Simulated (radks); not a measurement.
Problem. Ga9+, configuration [Ar] 3d4 (the NIST ground configuration). Calculated with a radial shooting solver on a logarithmic mesh with Libxc functionals: Dirac Kohn-Sham, PBEsol, spin-unpolarised, spherical densities, finite nucleus; open shells fill j = l - 1/2 first; Fermi nuclear charge, rms radius 3.9973 fm. Some entries of the table are withheld. Estimate them.

orbital  occ.  eigenvalue (Ry)  <1/r> (bohr^-1)  <r^2> (bohr^2)
1s1/2       2        -767.9540            31.28        0.003183
2s1/2       2        -109.9229            6.886             (1)
2p1/2       2        -99.30545            6.843             (2)
2p3/2       4        -97.27604            6.669             (3)
3s1/2       2        -26.23037            2.345             (4)
3p1/2       2        -22.72680            2.252          0.4363
3p3/2       4        -22.40400            2.212          0.4469
3d3/2       4              (5)              (6)          0.4372
3d5/2       0              (7)              (8)          0.4402

Solution. 
(1) 2s1/2 <r^2> (bohr^2): 0.05582
(2) 2p1/2 <r^2> (bohr^2): 0.04348
(3) 2p3/2 <r^2> (bohr^2): 0.04497
(4) 3s1/2 <r^2> (bohr^2): 0.4280
(5) 3d3/2 eigenvalue (Ry): -16.54182
(6) 3d3/2 <1/r> (bohr^-1): 2.028
(7) 3d5/2 eigenvalue (Ry): -16.48830
(8) 3d5/2 <1/r> (bohr^-1): 2.018
